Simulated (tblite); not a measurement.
Compound: C2H11FNSi3 (doublet state).
Z-matrix (Å and degrees, GFN2-xTB geometry), rows numbered from 1:
```
C 
Si  1  1.8967
Si  2  2.3174  1  110.24
C   3  1.9124  2  112.67  1   -87.61
F   4  1.3733  3  111.19  2   -70.39
Si  4  2.0098  3  114.01  2    48.56
N   6  1.6519  4  100.05  3    39.90
H   1  1.0867  2  110.38  3    48.38
H   1  1.0865  2  111.79  3   169.00
H   1  1.0866  2  111.04  3   -70.82
H   2  1.4725  1  109.27  3  -123.93
H   2  1.4756  1  109.09  3   121.47
H   3  1.4660  2  117.26  1    31.30
H   3  1.4756  2  113.47  1   157.32
H   4  1.0904  3  114.89  2   168.92
H   6  1.4625  4  100.58  3   -73.09
H   6  1.4668  4  102.66  3   172.47
H   7  1.0072  6  123.84  4   105.30
```

Calculated harmonic vibrations of the isolated species, GFN2-xTB (tblite), most abundant isotopes, no scaling. The method is semi-empirical: single wavenumbers can be off by several per cent or more. Modes of hydrogen on silicon can be 10 to 20 % off. One conformer, not necessarily the lowest. Open shells enter through the occupations alone, without spin polarisation, and single modes of such species can be off by tens of per cent.

Harmonic wavenumbers (cm⁻¹): 43.4, 63.2, 75.4, 92.1, 111.8, 146.4, 159.3, 198.5, 242.6, 270.0, 312.0, 390.8, 410.9, 428.5, 464.8, 494.0, 549.9, 554.1, 583.4, 613.8, 648.8, 659.7, 747.7, 751.2, 762.1, 789.0, 806.6, 814.5, 830.5, 843.9, 954.6, 1025.4, 1110.6, 1266.1, 1367.0, 1474.9, 1480.8, 2143.1, 2151.7, 2175.8, 2219.9, 2231.3, 2259.7, 2944.1, 3033.1, 3034.5, 3039.4, 3465.9.

A = 1635, B = 1048, C = 790.2 MHz; mass 152.018 u (most abundant isotopes); point group C1, symmetry number 1; spin multiplicity 2.

Problem. What is the zero-point energy?

Solution. Half the sum of the wavenumbers: 25618 cm⁻¹ = 73.25 kcal/mol.

Problem. Entropy at 298.15 K, 1 bar (ideal gas, RRHO, classical rotation)?

Solution. Translation 40.99, rotation 29.85, vibration 41.45, spin (R ln 2) 1.38: S = 113.7 cal/(mol K).

Problem. And Cp and H(298.15 K) − H(0)?

Solution. Cp = 48.51 cal/(mol K), of which vibrations give 40.56 (their classical limit is 48 R = 95.4); H(298.15 K) − H(0) = 8.79 kcal/mol without the zero-point energy, 6.42 from vibrations.

Problem. What must be added to the electronic energy to get the Gibbs energy at 298.15 K and 1 bar?

Solution. ZPE + [H(298.15 K) − H(0)] − T·S = 73.25 + 8.79 − 33.89 = 48.15 kcal/mol.

Problem. Blend soft modes into free rotors: weight 1/[1 + (100 cm⁻¹/ν̃)⁴] for the oscillator and the rest for a rotor with moment μB/(μ + B), μ = h/(8π²ν), B = 10⁻⁴⁴ kg m². What vibrational entropy results?

Solution. 37.90 cal/(mol K) in place of 41.45, which changes −T·S at 298.15 K by +1.06 kcal/mol.

Hindered rotation and anharmonicity are outside this model. Other conformers, if any are populated, would add a mixing term that is left out. The structure is chiral; the term R ln 2 for an equal mix with its mirror image is left out.
